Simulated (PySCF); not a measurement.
The numbers are results of PBE-D3(BJ)/def2-TZVP // PBE0-D3(BJ)/def2-TZVP run with PySCF, not measurements. Gas-phase values, no solvent. One relaxed conformer stands for a flexible species; it need not be the lowest. Excitations are Tamm–Dancoff values on a coarser integration grid. The basis has no diffuse functions, so Rydberg states are missing or too high.

Reference species (SMILES): `CSCO` (C–S–C–O torsion -65°, S–C–O–H torsion -54°) (neutral, multiplicity 1).

```json
{
 "S1 excitation (TDA)": "5.50 eV",
 "S1 oscillator strength": "0.008",
 "HOMO–LUMO gap": "5.32 eV",
 "T1 excitation (TDA)": "5.00 eV"
}
```

Changed species: `COCS` (C–O–C–S torsion -69°, O–C–S–H torsion -68°).

Problem. Predict the effect on the S1 excitation (TDA), S1 oscillator strength, HOMO–LUMO gap and T1 excitation (TDA).

Solution. the S1 excitation (TDA) increases by 0.09 eV, to 5.59 eV; the S1 oscillator strength is nearly the same; the HOMO–LUMO gap increases by 0.11 eV, to 5.43 eV; the T1 excitation (TDA) goes up by 0.11 eV, to 5.11 eV.
